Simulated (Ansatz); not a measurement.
C2H9BN2 can be A, `NBCCN`, or B, `BNCCN`.

Calculated with Ansatz (gas phase, PBE0-D4/def2-TZVP geometries, no zero-point term in ΔE). CCSD(T)/CBS is the MP2 limit (def2-TZVPP, def2-QZVPP) plus CCSD(T) − MP2 in def2-TZVPP, frozen cores. DFT in def2-TZVPP. B3LYP here is the variant with VWN-RPA as its local correlation; programs differ in this. Each species was taken in one conformer, which may not be the lowest.

A:

Z-matrix (Å, degrees):
```
C
B 1 1.576
C 1 1.521 2 111.5
H 1 1.098 2 108.7 3 120.0
H 1 1.099 2 112.1 3 -123.4
N 2 1.391 1 122.2 3 134.7
H 2 1.202 1 120.2 3 -48.1
N 3 1.457 1 109.3 2 -57.1
H 3 1.095 1 109.0 2 60.2
H 3 1.101 1 110.5 2 177.3
H 6 1.005 2 123.1 1 178.7
H 6 1.006 2 123.2 1 -3.1
H 8 1.012 3 111.3 1 178.6
H 8 1.013 3 110.2 1 -62.9
```

B:

Z-matrix (Å, degrees):
```
C
N 1 1.443
C 1 1.518 2 111.2
H 1 1.092 2 108.9 3 121.9
H 1 1.100 2 110.4 3 -120.8
B 2 1.381 1 127.4 3 -131.2
H 2 1.011 1 111.4 3 46.2
N 3 1.456 1 109.6 2 -59.1
H 3 1.100 1 109.1 2 175.5
H 3 1.094 1 108.6 2 58.8
H 6 1.198 2 119.0 1 179.0
H 6 1.200 2 119.1 1 -1.0
H 8 1.013 3 110.8 1 -75.6
H 8 1.011 3 111.4 1 165.1
```

(1) Which isomer does CCSD(T)/CBS put lower? Give the gap. (An estimate is asked.)

(2) Give E(B) − E(A) in kcal/mol with B3LYP-D4, PBE-D4, PBE0-D4, HF/def2-TZVPP, B3LYP, B2PLYP, CCSD/def2-TZVPP. (Estimate.)

Largest T1 diagnostic: 0.011.

Results:

(1) Ansatz gave: A, by 12.8 kcal/mol.

(2) Computed: B3LYP-D4 12.2, PBE-D4 12.5, PBE0-D4 12.9, HF/def2-TZVPP 12.2, B3LYP 12.3, B2PLYP 12.5, CCSD/def2-TZVPP 12.7. None reverses the order clearly.
